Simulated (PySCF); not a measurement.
## How methods differ on the ionisation energy of Cu

Cu [Ar] 3d10 4s1 (2S) → Cu⁺ [Ar] 3d10 (1S), as a difference of total energies. Computed with PySCF 2.14 in 6-31G* (5s4p2d1f, 34 functions), with the non-relativistic Hamiltonian (point nucleus). Correlated levels: valence: [Ar] frozen. The calculations carry no spin-orbit coupling.

| method | ionisation energy (eV) | difference from reference (eV) |
| --- | --- | --- |
| UHF | 5.806 | -1.920 |
| PBE | 6.818 | -0.908 |
| LDA | 6.916 | -0.810 |
| MP2 (valence) | 6.166 | -1.560 |
| SCS-MP2 (valence) | 6.116 | -1.610 |
| CCSD (valence) | 6.196 | -1.530 |
| CCSD(T) (valence) | 6.238 | -1.488 |

Reference: 7.726 eV (measured; NIST Atomic Spectra Database, ionization energies).

These non-relativistic numbers lack the scalar-relativistic shift.

Errors of the correlated levels include the incompleteness of this basis and the frozen core.
